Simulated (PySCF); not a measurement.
Molecule: `InChI=1S/C5H13ClSSi/c1-3-4-5-7-8(2)6/h8H,3-5H2,1-2H3/t8-/m1/s1`.

Cartesian coordinates in Å; atom numbers follow the order of the lines, from 1:
```xyz
21

C    -3.4132    0.5015    0.2831
C    -2.3973   -0.6293    0.2838
C    -1.0501   -0.2184   -0.2975
C    -0.0391   -1.3490   -0.2723
S     1.5791   -0.9575   -1.0383
Si    2.2986    0.5894    0.2387
C     4.1286    0.7545   -0.0525
Cl    1.9276    0.0674    2.2237
H    -3.0559    1.3578    0.8773
H    -3.6032    0.8667   -0.7389
H    -4.3766    0.1809    0.7071
H    -2.7942   -1.4878   -0.2863
H    -2.2484   -0.9951    1.3149
H    -1.1742    0.1383   -1.3341
H    -0.6586    0.6387    0.2781
H    -0.4036   -2.2151   -0.8461
H     0.1493   -1.6904    0.7571
H     1.5911    1.8857    0.0442
H     4.6378   -0.1965    0.1612
H     4.5495    1.5372    0.5965
H     4.3233    1.0289   -1.1012
```

Geometry PBE0-D3(BJ)/def2-SVP throughout; GIAO in PySCF 2.14, gas phase, one conformer, non-relativistic; equivalent atoms averaged; functional PBE0.

(1) How do the absolute shieldings σ depend on the basis set? (a selection of nuclei; ppm; last column core-seconds on shared hosts with different chips, so compare them loosely)

(2) Which nucleus among those listed moves most, in ppm?

(3) Taking the largest basis, 6-311+G(2d,p) (318 functions), as the yardstick, rank the others by their worst heavy-atom deviation.

Results:

(1) 
```tsv
basis set	functions	C4	C3	C2	Cl8	H17	H16	H9/H10/H11	H12	H15	core-s
STO-3G	65	202.2	205.2	208.3	1190.6	31.52	31.56	31.88	31.90	32.02	8.7
pcSseg-0	110	160.1	157.8	168.9	1014.8	30.29	30.48	31.71	31.68	31.58	16
6-31G	110	167.7	164.0	175.4	993.4	29.77	30.10	31.51	31.21	31.07	22
6-31G*	150	163.7	159.1	170.0	958.9	29.18	29.66	30.97	30.65	30.36	28
cc-pVDZ	189	162.7	159.0	169.5	963.4	28.55	29.07	30.37	30.16	29.73	37
def2-SVP	189	162.0	158.9	169.1	970.3	28.74	29.24	30.48	30.31	29.86	33
pcSseg-1	222	151.5	146.9	158.2	936.6	28.56	28.98	30.26	30.15	29.85	38
aug-cc-pVDZ	313	161.1	157.4	168.7	954.3	28.44	29.03	30.37	30.12	29.66	91
6-311+G(2d,p)	318	152.8	148.6	160.2	921.6	28.55	29.16	30.56	30.31	29.79	88
```

(2) Cl8 (chlorine bonded to Si): from 921.6 ppm with 6-311+G(2d,p) to 1190.6 ppm with STO-3G. The smallest spread is 1.63 ppm, at H9/H10/H11. Proton shifts span only some 12 ppm, so a few tenths of a ppm matter as much there as several ppm in carbon.

(3) pcSseg-1 15.0 ppm (222 functions), aug-cc-pVDZ 32.7 ppm (313 functions), 6-31G* 37.3 ppm (150 functions), cc-pVDZ 41.8 ppm (189 functions), def2-SVP 48.7 ppm (189 functions), 6-31G 71.8 ppm (110 functions), pcSseg-0 93.2 ppm (110 functions), STO-3G 269.0 ppm (65 functions).

A small basis that lands close on one nucleus may do so by chance; judge by the trend and by all nuclei.
